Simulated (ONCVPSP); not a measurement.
# Cl (Z = 17): variants of one ONCV potential

Base potential:

Cl (Z = 17), optimised norm-conserving Vanderbilt (ONCV), made with ONCVPSP 4.0.1 (PBE, non-relativistic). Core [He], reference 2s2 2p6 3s1.5 3p5.5. Waves: 2s+3s: rc 0.80 bohr, ncon 3, nbas 8, qcut 16.7 1/bohr, 3 projectors, debl 0.3 Ha; 2p+3p: rc 0.65 bohr, ncon 3, nbas 7, qcut 20.5 1/bohr, 2 projectors. Local part: polynomial inside 0.60 bohr (lpopt 1, dvloc0 1 Ha). Core correction: Teter function fitted to the true core (icmod 2), fcfact 0.5.

In the s channel the program set the typed energies aside and used -9.248, -0.766, 0.250 Ha.

All-electron outer shells of the reference configuration (PBE, non-relativistic, ld1.x):

```
shell  level (eV)  outermost node (bohr)  outermost maximum (bohr)
   1s    -2741.17                      –                      0.06
   2s     -251.65                   0.12                      0.36
   2p     -192.24                      –                      0.30
   3s      -20.85                   0.56                      1.29
   3p       -8.88                   0.53                      1.43
```

Cutoffs, loose and tight: the cutoffs (Ha) at which the residual kinetic energy of the hardest occupied pseudo-wave falls to 1 and 0.1 mHa per electron. They do not see the model core or the augmentation charge, which bear on the density cutoff. Test errors are all-electron minus pseudo excitation energies from the reference, over the configurations 2s2 2p6 3s2 3p5; 2s2 2p6 3s2 3p4; 2s2 2p6 3s2 3p3; 2s2 2p6 3s1 3p5. A dash means not determined; rows that change the core or the reference have their own tests.

```csv
change,outcome,"cutoff, loose","cutoff, tight",bound ghosts,GHOST(+) flags above zero,largest test error (meV)
base,"generated, projector energies reset by the program",172 Ha,192 Ha,none,none,+4.2
p: qcut 12.1,"generated, projector energies reset by the program",–,–,none,none,+8.8
p: qcut 15.2,"generated, projector energies reset by the program",–,–,none,none,+5.4
p: qcut 17.5,"generated, projector energies reset by the program",144 Ha,379 Ha,none,none,+4.7
p: qcut 19.2,"generated, projector energies reset by the program",159 Ha,178 Ha,none,none,+4.4
p: qcut 21.7,"generated, projector energies reset by the program",183 Ha,205 Ha,none,none,+4.1
p: qcut 23.3,"generated, projector energies reset by the program",199 Ha,225 Ha,none,none,+3.9
p: qcut 25.7,"generated, projector energies reset by the program",223 Ha,256 Ha,none,none,+3.7
p: qcut 30.5,"generated, projector energies reset by the program",251 Ha,291 Ha,none,none,+3.5
```

Problem. What comes out with this change to the base: p: qcut 28?

Solution. outcome: generated, projector energies reset by the program; cutoff, loose: 241 Ha; cutoff, tight: 279 Ha; bound ghosts: none; GHOST(+) flags above zero: none; largest test error (meV): +3.6.

Reading the sweep of the qcut of the p channel (base included, trends over the rows without a ghost): The loose cutoff rises from 144 Ha at 17.5 to 251 Ha at 30.5 1/bohr. The waves are optimised to have the least kinetic energy above qcut, so the cutoff follows it (qcut²/2 in Ha). The median size of the test errors (rows with all tests solved) stays near 0.7 meV.
